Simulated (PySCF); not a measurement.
C3H7ClOSi, SMILES O=CCC[SiH2]Cl.

The structure is a stationary point at PBE-D3(BJ)/def2-SVP. The structure was generated by enumeration, and PubChem lists no compound with its InChIKey, so it may never have been made. The values are those of a single conformer.

Computed with PBE-D3(BJ)/def2-SVP (PySCF).

Frequencies are harmonic and unscaled.

Computed harmonic wavenumbers and intensities:
```tsv
mode	ν (cm⁻¹)	IR (km/mol)	moving atoms (share of kinetic energy)
1	66	6.7	C 39 %, H 31 %, O 12 %, Cl 11 %
2	108	12.6	O 32 %, Si 27 %, Cl 15 %, C 15 %, H 12 %
3	159	2.9	Si 29 %, H 22 %, O 18 %, Cl 15 %, C 15 %
4	168	7.4	Cl 28 %, Si 25 %, C 18 %, O 17 %, H 11 %
5	223	3.0	H 47 %, C 27 %, O 21 %
6	317	16.8	C 39 %, H 24 %, O 23 %
7	467	39.2	H 60 %, Si 17 %, Cl 17 %
8	518	82.6	Si 45 %, Cl 27 %, H 21 %
9	610	20.3	H 70 %, C 20 %
10	645	23.0	C 52 %, Si 26 %, H 17 %
11	736	6.5	H 89 %
12	773	9.8	H 61 %, C 33 %
13	788	18.7	H 52 %, C 39 %
14	845	213.2	H 79 %, C 14 %
15	868	10.4	C 59 %, H 37 %
16	897	123.9	H 93 %
17	967	7.0	H 73 %, C 25 %
18	1016	5.8	H 70 %, C 29 %
19	1121	0.5	H 68 %, C 30 %
20	1149	34.2	H 55 %, C 44 %
21	1227	0.6	H 80 %, C 20 %
22	1301	20.3	H 52 %, C 47 %
23	1347	7.5	H 81 %, C 12 %
24	1357	10.2	H 90 %, C 9 %
25	1385	9.7	H 90 %, C 10 %
26	1764	120.2	C 61 %, O 37 %
27	2178	83.4	H 97 %
28	2211	94.1	H 96 %
29	2849	128.6	H 92 %
30	2940	17.7	H 94 %
31	2989	8.8	H 93 %
32	3000	6.3	H 93 %
33	3059	1.4	H 91 %, C 9 %
```
